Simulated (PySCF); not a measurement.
Gas-phase reaction: In(CH3)3 + InH ⇌ CH4 + 2 InCH3

Method: PySCF energies plus ideal-gas RRHO corrections (1 bar). † marks an energy on the PBE0/def2-TZVP geometry and frequencies; other levels use their own. MP2 and CCSD(T) freeze the core. All species are closed-shell singlets. B3LYP is the form with VWN-RPA correlation. In: scalar-relativistic def2 core potential, no spin-orbit coupling. Methyl groups turn as free rotors in In(CH3)3. InH, InCH3: computed as isolated molecules; such fragments, hydroxides, amides, oligomers or adducts are transient or little studied in the gas. MP2 isn't extrapolated to the basis-set limit; its ΔH°(298 K) is -32.8 kJ in def2-SVP and -33.4 kJ in def2-TZVPP. CCSD(T) isn't extrapolated to the basis-set limit. The harmonic model lacks anharmonicity and excited electronic states, which grow with temperature; levels with a mode under 35 cm⁻¹ are left out. Soft modes under 120 cm⁻¹ make the harmonic entropy rough for In(CH3)3.

```csv
level,"ΔE electronic, kJ","ΔH°(298 K), kJ","ΔS°(298 K), J/K","ΔG°(2000 K), kJ"
B3LYP/def2-TZVP†,-75,-65,126,-294
CCSD(T)/def2-SVP†,-55,-45,126,-274
HF/def2-TZVP†,-67,-57,126,-286
MP2/def2-SVP†,-43,-33,126,-262
MP2/def2-TZVPP†,-43,-33,126,-262
PBE/def2-SVP,-59,-49,126,-277
r2SCAN/def2-TZVP†,-45,-35,126,-264
LDA/def2-TZVP†,-22,-12,126,-241
ωB97X-V/def2-TZVP†,-31,-21,126,-250
```
ΔH° is lowest at B3LYP/def2-TZVP† and highest at LDA/def2-TZVP†. No reference value is set beside these.
